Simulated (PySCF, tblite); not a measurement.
C7H12SSi.
Structure used (GFN2-xTB), in Å, numbered top down from 1:
```xyz
21
C7H12SSi angstrom
C      2.255    3.257   -0.955
C      1.337    2.493   -1.090
Si    -0.082    1.323   -1.313
C     -0.033    0.117    0.141
C     -1.070   -0.667    0.423
S     -2.580   -0.689   -0.475
C     -3.501   -1.919    0.500
C      1.219    0.007    0.968
C      2.338   -0.664    0.173
H      3.057    3.928   -0.834
H      0.098    0.609   -2.586
H     -1.326    2.099   -1.299
H     -1.063   -1.367    1.249
H     -4.483   -2.007    0.046
H     -3.596   -1.576    1.527
H     -2.987   -2.876    0.459
H      1.020   -0.570    1.875
H      1.545    1.008    1.262
H      3.233   -0.761    0.784
H      2.580   -0.072   -0.706
H      2.030   -1.657   -0.150
```

Method: PBE0/pcSseg-1 in PySCF (dipole) on a GFN2-xTB geometry, gas phase.

Take the most abundant isotopes and a rigid rotor. The values belong to one conformer with, in the numbering `[CH:1]#[C:2][SiH2:3]/[C:4](=[CH:5]\[S:6][CH3:7])[CH2:8][CH3:9]`, C2–Si3–C4–C5 166°, C4–C5–S6–C7 -178°, Si3–C4–C8–C9 -70°.

**Question.** Give the principal moments of inertia and the rotational constants in GHz.

**Answer.** Ia = 243.25, Ib = 840.49, Ic = 1023.09 u·Å²; 505379 MHz·u·Å²/I gives 2078, 601.3 and 494.0 MHz, that is A = 2.0776, B = 0.6013, C = 0.4940 GHz.

**Question.** Classify the top.

**Answer.** An asymmetric top: κ = (2 × 601.3 − 2078 − 494.0)/(2078 − 494.0) = -0.86.

**Question.** Is it planar, by Δ = Ic − Ia − Ib?

**Answer.** Not planar: Δ = Ic − Ia − Ib = -60.65 u·Å². For a rigid frame Δ = −2 Σ m c², so Σ m c² = 30.32 u·Å² lies off the ab plane: 12.34 from hydrogen and 17.98 from heavier atoms. The atom farthest from that plane is 1.78 Å away.

**Question.** Give the other two planar moments, Paa and Pbb, and the rms extents of the mass along the axes.

**Answer.** Paa = Σ m a² = (Ib + Ic − Ia)/2 = 810.16 and Pbb = Σ m b² = (Ia + Ic − Ib)/2 = 212.93 u·Å². With the mass M = 156.04 u, the rms extents √(P/M) along a, b and c are 2.28, 1.17, 0.44 Å.

**Question.** Which types of transition are allowed, and where do some lines up to J = 4 fall?

**Answer.** The dipole components are |μa| = 1.11 D, |μb| = 1.68 D, |μc| = 0.62 D. The squared components, which scale the intensities, stand as 0.44 : 1.00 : 0.14 (a : b : c). Some lines, for components of 0.1 D or more:

| type | branch | J(Ka,Kc) | MHz | lower level (cm⁻¹) |
| --- | --- | --- | --- | --- |
| a | R | 1(0,1) ← 0(0,0) | 1095 | 0.000 |
| c | Q | 1(1,1) ← 1(0,1) | 1476 | 0.037 |
| b | Q | 4(1,3) ← 4(0,4) | 2135 | 0.363 |
| a | R | 2(0,2) ← 1(0,1) | 2185 | 0.037 |
| c | R | 1(1,0) ← 0(0,0) | 2679 | 0.000 |
| c | R | 2(1,1) ← 1(0,1) | 3881 | 0.037 |
| c | Q | 4(2,3) ← 4(1,3) | 4064 | 0.434 |
| b | Q | 4(2,2) ← 4(1,3) | 4148 | 0.434 |
| a | R | 4(3,2) ← 3(3,1) | 4392 | 0.679 |
| a | R | 4(3,1) ← 3(3,0) | 4393 | 0.679 |
| b | Q | 3(2,2) ← 3(1,3) | 4915 | 0.259 |
| b | Q | 4(2,3) ← 4(1,4) | 5136 | 0.398 |
| c | Q | 4(3,2) ← 4(2,2) | 7585 | 0.572 |
| b | Q | 4(3,1) ← 4(2,2) | 7586 | 0.572 |
| b | Q | 3(3,0) ← 3(2,1) | 7625 | 0.424 |
| b | Q | 4(4,1) ← 4(3,2) | 10700 | 0.825 |
| c | R | 3(3,1) ← 2(2,1) | 10939 | 0.314 |
| c | R | 4(3,1) ← 3(2,1) | 12018 | 0.424 |
| c | R | 4(3,2) ← 3(2,2) | 12045 | 0.423 |
| b | R | 4(4,0) ← 3(3,1) | 15092 | 0.679 |

**Question.** Estimate the classical rotational partition function at 10 K, 200 K and 500 K.

**Answer.** Point group C1, symmetry number σ = 1; q = (√π/σ)·√((kT/h)³/(ABC)), k/h = 20836.6 MHz/K: 6790 at 10 K, 607000 at 200 K, 2400000 at 500 K.

Its GFN2-xTB frequencies are all real (lowest 18 cm⁻¹). These are rigid-rotor constants of the computed structure; measured ground-state constants (B0) also hold zero-point vibration. A rigid rotor knows nothing of internal rotation, which can split or shift real lines.
